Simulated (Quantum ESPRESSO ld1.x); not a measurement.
Values are calculated unless marked as measured or tabulated.
Problem. The mean radii <r> (bohr) of the occupied orbitals of an atom or ion are listed with their occupations. Code: ld1.x of Quantum ESPRESSO 7.5. Model: scalar-relativistic Kohn-Sham, LDA (Slater exchange, Hedin-Lundqvist correlation), spin-unpolarised, spherical densities, point nucleus.

| orbital | occ. | <r> |
|---|---|---|
| 1s | 2 | 0.02192 |
| 2s | 2 | 0.09334 |
| 2p | 6 | 0.08239 |
| 3s | 2 | 0.2447 |
| 3p | 6 | 0.2432 |
| 3d | 10 | 0.2213 |
| 4s | 2 | 0.5531 |
| 4p | 6 | 0.5855 |
| 4d | 10 | 0.6363 |
| 5s | 2 | 1.331 |
| 5p | 6 | 1.559 |
| 4f | 7 | 0.8641 |
| 6s | 1 | 3.618 |
| 5d | 1 | 2.556 |

Name the element and its charge.

Solution. Z = 64, gadolinium, charge +1: Gd+ in [Xe] 4f7 5d1 6s1. The 1s radius gives Z: for a bare nucleus <r> = (2 gamma + 1)/(2Z) with gamma = sqrt(1 - (Z/c)^2), 0.02163 bohr for Z = 64, and screening makes it slightly larger (0.02192 here). The occupations add up to 63, and the charge is Z minus that.
